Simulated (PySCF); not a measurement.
H₂Se, SMILES [SeH2].

Coordinates come from a ωB97X-D3(BJ)/def2-TZVPD optimisation.

These are r2SCAN/def2-TZVPD (PySCF) values and carry that method's errors.

Gas-phase values at a fixed geometry.

The total energy comes out as -2402.73570 hartree. The point group comes out as C2v. The highest occupied level comes out as -6.23 eV and the lowest empty level comes out as -0.57 eV. The orbital gap comes out as 5.66 eV and the dipole moment is 0.74 D. The quadrupole, principal values (traceless, Buckingham form, about the centre of nuclear charge) comes out as -4.29, 1.27, 3.02 D·Å. The mean static polarisability comes out as 31.5 bohr³ (4.67 Å³) and the polarisability, principal values is 30.9, 31.0, 32.6 bohr³.
